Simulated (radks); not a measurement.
Neutral osmium, 76 electrons, occupied as [Xe] 4f14 5d6 6s2 (the NIST ground configuration).

Method: scalar-relativistic Kohn-Sham, RPBE, spin-polarised, spherical densities, point nucleus; open shells are filled with parallel spins first (spin-orbit coupling, left out, can overturn this in heavy ions); computed with a radial shooting solver on a logarithmic mesh with Libxc functionals.

Energy parts (Ry):
total: -34508.9086
kinetic: 38258.9614
electron-nucleus: -85535.9133
Hartree: 13445.6010
exchange-correlation: -677.5578

Orbitals (lengths in bohr, moments of r in powers of bohr):
\begin{tabular}{lrrr}
orbital & occ. & eigenvalue (Ry) & <1/r> \\ \hline
1s down & 1 & -5430.311 & 90.52 \\
1s up & 1 & -5430.310 & 90.52 \\
2s up & 1 & -945.7249 & 21.18 \\
2s down & 1 & -945.7091 & 21.18 \\
2p up & 3 & -823.3167 & 19.05 \\
2p down & 3 & -823.3041 & 19.05 \\
3s up & 1 & -220.0723 & 7.849 \\
3s down & 1 & -220.0674 & 7.849 \\
3p up & 3 & -184.1393 & 7.212 \\
3p down & 3 & -184.1336 & 7.212 \\
3d up & 5 & -144.0566 & 6.804 \\
3d down & 5 & -144.0457 & 6.804 \\
4s up & 1 & -46.43854 & 3.346 \\
4s down & 1 & -46.42420 & 3.346 \\
4p up & 3 & -34.65587 & 3.033 \\
4p down & 3 & -34.64289 & 3.032 \\
4d up & 5 & -20.04159 & 2.706 \\
4d down & 5 & -20.02649 & 2.707 \\
5s up & 1 & -6.76721 & 1.330 \\
5s down & 1 & -6.64105 & 1.340 \\
4f up & 7 & -3.81003 & 2.238 \\
5p up & 3 & -3.79455 & 1.122 \\
4f down & 7 & -3.78281 & 2.244 \\
5p down & 3 & -3.62946 & 1.133 \\
5d up & 5 & -0.53001 & 0.7375 \\
6s up & 1 & -0.48685 & 0.4371 \\
6s down & 1 & -0.38623 & 0.4059 \\
5d down & 1 & -0.34353 & 0.7174 \\
\end{tabular}

The highest occupied level is 5d down at -4.674 eV. The density falls to 0.001 e/bohr^3 at r = 4.61 bohr.
